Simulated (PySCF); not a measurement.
## C₆ coefficients of unlike pairs at UHF

Calculated with PySCF 2.14 from the dipole response of each species, C₆(A,B) = (3/π) ∫ α_A(iu) α_B(iu) du, in atomic units, from isotropic polarisabilities. For ions this is the dispersion term alone; charge-induced terms of lower order in 1/R come first.

| species | configuration | basis | relativity | α (bohr³) | C₆ (like pair) |
| --- | --- | --- | --- | --- | --- |
| Ar | [Ar] (1S) | aug-cc-pV(5+d)Z (8s7p6d4f3g2h) | none | 10.75 | 61.97 |
| Au³⁺ | [Xe] 4f14 5d8 (3F) | aug-cc-pVTZ-PP with one added diffuse shell each of s, p, d, f, g type with ECP60MDF (7s7p6d4f3g) | core potential | 5.655 | 32.08 |
| S | [Ne] 3s2 3p4 (3P) | aug-cc-pwCVTZ (8s7p5d3f) | none | 18.93 | 129.6 |
| Tc⁺ | [Kr] 4d5 5s1 (7S) | aug-cc-pwCVTZ-PP with ECP28MDF (8s8p7d4f3g) | core potential | 46.94 | 355.4 |

Q: Estimate C₆ for Tc⁺ with Au³⁺.

A: The integral gives 84.44. The combination rule 2 C_A C_B / (C_A α_B/α_A + C_B α_A/α_B) gives 73.76 and the geometric mean 106.8.

No spin-orbit coupling is included.

The other pairs:

```csv
pair,C₆
"Tc⁺, S",205.1
"Au³⁺, Ar",42.45
"S, Ar",88.03
"Tc⁺, Ar",134.3
"S, Au³⁺",57.13
```
